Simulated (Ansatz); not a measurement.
Total energies of InH2(SiH3) (InSiH5) from Ansatz at PBE-D4/def2-TZVP, gas phase (1 Eh = 27.2114 eV = 2625.5 kJ/mol). The reference geometry is relaxed at PBE-D4/def2-TZVP.

```xyz
7

In    1.014   -0.102   -1.038
H     2.408    0.943   -1.035
H     0.897   -1.306   -2.292
Si   -0.803    0.098    0.790
H    -2.152   -0.341    0.310
H    -0.932    1.493    1.320
H    -0.432   -0.785    1.946
```

```json
{"state": "charge 0 singlet", "geometry": "reference", "energy (Eh)": "-482.44699"}
{"state": "charge 1 doublet", "geometry": "reference", "energy (Eh)": "-482.10844"}
{"state": "free In atom (doublet)", "geometry": "–", "energy (Eh)": "-190.11735"}
{"state": "free H atom (doublet)", "geometry": "–", "energy (Eh)": "-0.49962"}
{"state": "free Si atom (triplet)", "geometry": "–", "energy (Eh)": "-289.22285"}
```

In the def2 sets In takes a core potential; there is no spin–orbit coupling.

Problem. Work out the vertical ionisation energy to the doublet.

Solution. E(charge 1 doublet) − E(charge 0 singlet) = -482.10844 − (-482.44699) = 0.33855 Eh = 9.21 eV. For comparison, −ε of the highest occupied level is 6.36 eV at this level, 2.85 eV less.

Problem. What is the binding energy per atom against free atoms?

Solution. Atoms: 1 × (-190.11735) + 5 × (-0.49962) + 1 × (-289.22285) = -481.83830 Eh. Binding: -481.83830 − (-482.44699) = 0.60869 Eh = 16.56 eV, or 2.37 eV for each of 7 atoms (no zero-point energy, no counterpoise term).
